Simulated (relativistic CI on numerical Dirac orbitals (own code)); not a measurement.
# Hg³⁺: 5d valence photoemission

Computed with this model: Dirac-Coulomb-Breit CI, orbitals from a KLI potential per configuration, QED by a radiative potential, valence Slater integrals scaled by 0.8, multiplet model of photoemission in the sudden approximation; configurations [Xe] 4f14 5d9 → [Xe] 4f14 5d8; 300 K; Lorentzian 0.21 eV and Gaussian 0.5 eV FWHM. Energies are those of the free ion, without screening or charge transfer. The energies are binding energies and can lie tens of eV above those of solids. S is read from ⟨S²⟩ = S(S + 1).

Field parameters in Wybourne normalisation: Td as Oh with Dq negative (B⁴₀ = 21Dq, B⁴₄ = √(5/14) B⁴₀). The field is a parameter set, without covalency.

free ion: ground-state S = 0.50, centroid 48.13 eV. Peaks (eV, height): 46.5 (100), 47.5 (60), 48.3 (45), 49.2 (42), 50.0 (65).

Td, 10Dq = -3100 cm⁻¹: ground-state S = 0.50, centroid 48.15 eV. Peaks (eV, height): 46.5 (100), 47.6 (59), 48.4 (48), 49.3 (39), 50.1 (65).

Td, 10Dq = -8600 cm⁻¹: ground-state S = 0.50, centroid 48.18 eV. Peaks (eV, height): 46.5 (100), 47.5 (65), 48.8 (53), 50.2 (66).

Td, 10Dq = -14100 cm⁻¹: ground-state S = 0.50, centroid 48.21 eV. Peaks (eV, height): 46.4 (100), 47.4 (61), 49.2 (65), 50.2 (65).

Td, 10Dq = -19600 cm⁻¹: ground-state S = 0.50, centroid 48.24 eV. Peaks (eV, height): 46.3 (100), 47.7 (43), 49.4 (82), 50.3 (74).

Strongest unbroadened transitions for Td, 10Dq = -3100 cm⁻¹:

| Energy (eV) | Relative strength |
| --- | --- |
| 46.44 | 46.5 |
| 46.54 | 100.0 |
| 46.61 | 52.6 |
| 46.82 | 10.5 |
| 47.56 | 94.9 |
| 47.75 | 16.2 |
| 48.40 | 56.6 |
| 48.49 | 29.5 |
| 49.19 | 43.6 |
| 49.29 | 17.8 |
| 49.48 | 9.9 |
| 49.94 | 32.3 |
| 50.10 | 62.3 |
| 50.21 | 23.7 |
| 50.31 | 18.4 |
| 50.36 | 1.7 |
| 51.25 | 2.0 |
| 54.18 | 3.0 |
